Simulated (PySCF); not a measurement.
Work out the structure from these simulated measurements.

Formula: CH6O2Si.

- XPS: Si2p3/2 107.5, C1s 290.3, O1s 538.5 (×2), Si1s 1847.6 eV [ΔSCF SCAN, pcX-2 on the ionised atom, pcseg-1 elsewhere, spin-free X2C, 2p3/2 from a spin–orbit splitting computed afterwards within the 2p shell]
- Rotational structure: rotational constants A, B, C: 6.334, 6.110, 3.607 GHz [PBE0-D3(BJ)/def2-SVP]
- Polarisability: 46.6 au [wB97X-D/def2-SVPD]
- 13C NMR: chemical shifts (computed TMS as zero) by class: -2.6 (1 C) ppm [GIAO PBE0/pcSseg-1]
- Dipole: 1.89 D [wB97X-D/def2-SVPD]
- NMR, other nuclei: isotropic shieldings of nuclei other than C and H, by class: 265 (2 O), 362 (1 Si) ppm [GIAO PBE0/pcSseg-1]

The electronic properties come from PySCF, for the isolated species, density fitting. Levels stand in brackets. Isolated species at its PBE0-D3(BJ)/def2-SVP geometry (one conformer only). NMR classes are plain means over equivalent atoms (diastereotopic ones count apart unless rotation or inversion swaps them), as if these changed places fast.

Question: What is the compound? Reason from the data.

Answer: Numbering: `[CH3:1][SiH:2]([OH:3])[OH:4]`. Its formula, CH6O2Si, gives 0 degrees of unsaturation, so no ring and no π bond. The one carbon: Si-methyl carbon [C1] (-2.6 ppm). The other shieldings belong to: 265 ppm, silanol oxygen [O3/O4]; 362 ppm, oxygen-bound silicon [Si2]. The core levels belong to: Si2p3/2 107.5 eV, oxygen-bound silicon [Si2]; C1s 290.3 eV, Si-methyl carbon [C1]; O1s 538.5 eV, silanol oxygen [O3/O4]; Si1s 1847.6 eV, oxygen-bound silicon [Si2]. By its constants the optimised geometry is an asymmetric top. Structure: `C[SiH](O)O`. The assignments are read from this structure; whether some other isomer fits the data as well wasn't checked.

The values belong to the conformer `[CH3:1][SiH:2]([OH:3])[OH:4]`: H–O3–Si2–C1 -170°, H–O4–Si2–C1 164°.
